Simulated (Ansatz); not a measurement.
This Ansatz (an electronic-structure program) input (MP2/cc-pV5Z) gives -100.37799 Eh with 146 basis functions. A basis named .json is the Basis Set Exchange file of that set (core-valence sets with the plain set on hydrogen).

Ansatz 0.2 input:
```yaml
crystal:
  periodic: [false, false, false]
  atoms:
    - {symbol: F, position_ang: [0.90551277, 2.96055360, 0.81139149]}
    - {symbol: H, position_ang: [0.55368017, 2.10967584, 0.60076840]}
basis:
  gaussian:
    orbitals: cc-pV5Z
magnetization: {spin_polarized: false}
correlation: {method: mp2, electrons: outside_noble_gas}
```

Change:
```diff
- orbitals: cc-pV5Z
+ orbitals: pcseg-4.json
```

Task: What does the run give now?

Result: -100.37496 Eh (MP2/pcseg-4, 162 functions), a change of +3.03 mEh.
